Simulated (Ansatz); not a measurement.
Diatomic MgC, multiplicity 3 (lowest of 2S+1 = 1, 3, 5 at CCSD(T)/def2-TZVPP on PBE0 minima; our sources give no spin for the ground state, which may be another).

Constants: fifth-degree fit in 1/R to seven points, most abundant isotopes. In def2 and cc sets the state is the lowest found near the PBE0 minimum, followed along R.

Run with Ansatz (a program for electronic structure) with Gaussian orbitals. Values without a source in brackets are computed.

Energies at PBE/def2-TZVPP:

```tsv
R (Å)	E (hartree)
1.934064	-237.80313324
1.986055	-237.80600639
2.033886	-237.80750874
2.087957	-237.80814369
2.142028	-237.80787912
2.204417	-237.80671290
2.277204	-237.80449658
```

**Question.** With a reduced mass of 7.9983 u, find the minimum, the force constant and the constants.

**Answer.** A fifth-degree polynomial in 1/R puts the minimum at r_e = 2.0971 Å with force constant 128 N/m. Then ω_e = (1/2πc)√(k/μ) = 522 cm⁻¹ and B_e = h/(8π²cμr_e²) = 0.4792 cm⁻¹; the cubic and quartic terms give α_e = 0.0057 and ω_e x_e = 4.8 cm⁻¹.

Doubts at one or more of the structures used: a spin-contaminated determinant (PBE/def2-TZVPP).
